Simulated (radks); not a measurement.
Species: Co4+. Configuration: [Ar] 3d5. All-electron calculation, Dirac Kohn-Sham, PBE, spin-unpolarised, spherical densities, point nucleus; open shells are shared between the two j in proportion to 2j + 1; speed of light set to 171.295 atomic units (1.25 times the physical value, a model run). Program: a radial shooting solver on a logarithmic mesh with Libxc functionals.

Radial electron density D(r) = 4 pi r^2 rho(r):

r (bohr),D(r) (e/bohr)
0.00539,3.860
0.006078,4.714
0.006853,5.730
0.007726,6.928
0.008642,8.227
0.009744,9.826
0.01099,11.65
0.01239,13.69
0.01385,15.79
0.01562,18.20
0.01761,20.73
0.01986,23.31
0.02239,25.82
0.02504,28.00
0.02824,30.00
0.03184,31.53
0.0359,32.44
0.04047,32.64
0.04527,32.19
0.05104,31.09
0.05755,29.54
0.06489,27.86
0.07316,26.45
0.08183,25.71
0.09226,25.86
0.104,27.11
0.1173,29.34
0.1322,32.12
0.1479,34.59
0.1668,36.35
0.188,36.49
0.212,34.65
0.239,30.94
0.2674,26.37
0.3015,21.29
0.3399,17.12
0.3832,14.68
0.4321,14.21
0.4833,15.13
0.5449,16.71
0.6144,17.85
0.6927,17.80
0.7748,16.45
0.8736,13.88
0.985,10.71
1.111,7.568
1.252,4.900
1.401,3.024
1.579,1.664
1.78,0.8429
2.007,0.3920
2.263,0.1657
2.532,0.06698
2.854,0.02228
3.218,0.006308

D(r) has 3 maxima, at r = 0.0395, 0.179, 0.650 bohr, and minima at 0.0859, 0.418 bohr, inside which lie 2.12, 10.69 electrons.
